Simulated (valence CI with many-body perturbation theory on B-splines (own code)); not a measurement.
# Questions on Mn4+

Level of theory: valence CI with perturbative core correlation (CI+MBPT): three valence electrons over a frozen Dirac-Fock core [Ar], radial functions for each j: 9 s, 9 p, 10 d, 8 f, 5 g, 3 h, 1 i, with the one-electron correlation potential Σ1 (screened to all orders), the two-electron term Σ2, the three-electron term Σ3, Breit, model QED; selected single and double excitations, second order for the rest, scaled by the run's own slope (own B-spline code, finite nucleus).

Against 62 measured levels this calculation errs by 835 cm⁻¹ on average and by 1518 at most. These come from a selection out of Corliss and Sugar, J. Phys. Chem. Ref. Data 6, 1253 (1977). Levels without a partner in it may be off by more, other configurations by 1,000 to 8,000 cm⁻¹.

Rates and lifetimes use the calculated energies. Strong lines usually hold to 10 to 20 %, long lifetimes can be off by a factor of two.

(1) What is the ground level?

(2) How is the term ⁴F of the ground level split?

(3) Name the longest-lived excited levels whose lifetime is computed, and their main decay.

(4) Where does the other parity begin?

(5) How well does LS coupling describe the low levels?

Results:

(1) 3d³ ⁴F_3/2, composition 100 % 3d³ ⁴F, g = 0.399.

(2) J = 3/2 at 0.0, J = 5/2 at 354, J = 7/2 at 828, J = 9/2 at 1404 cm⁻¹.

(3) 3d³ ⁴F_5/2 at 354 cm⁻¹ lives 520 s, mostly by M1 to 3d³ ⁴F_3/2; 3d³ ⁴F_7/2 at 828 cm⁻¹ lives 216 s, mostly by M1 to 3d³ ⁴F_5/2; 3d³ ⁴F_9/2 at 1404 cm⁻¹ lives 194 s, mostly by M1 to 3d³ ⁴F_7/2.

(4) At 3d²4p ⁴G°_5/2, 240720 cm⁻¹.

(5) Among the lowest 20 levels the leading LS term, summed over configurations, holds 96 % on average. For single configurations the figures are 96 % in LS and 60 % in jj coupling. Terms mix most in the J = 3/2 level at 23432 cm⁻¹, where the leading one holds 64 %.
